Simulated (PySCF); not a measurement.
I2Mg, SMILES [I][Mg-][I], charge -1, multiplicity 2.

Geometry: B3LYP-D3(BJ)/def2-SVPD. The def2 effective core potentials stand for the cores of I; spin–orbit coupling is left out.

Two levels are set side by side: PBE/def2-TZVPD (PySCF) and CAM-B3LYP/def2-TZVPD (PySCF). Same geometry, gas phase. Differences are taken from unrounded values.

```
quantity                     CAM-B3LYP    PBE  PBE minus CAM-B3LYP
---------------------------  ---------  -----  -------------------
α-spin orbital gap (eV)           4.81   2.03                -2.78
β-spin orbital gap (eV)           6.64   3.12                -3.52
mean polarisability (bohr³)      160.7  178.2                 17.5
```

PBE's more diffuse valence density responds more strongly to a field. Differences between two approximate levels are no errors against the true value.

Rough cost on one machine, each run with all the roots and properties that it gave: CAM-B3LYP against PBE within a factor of 2.
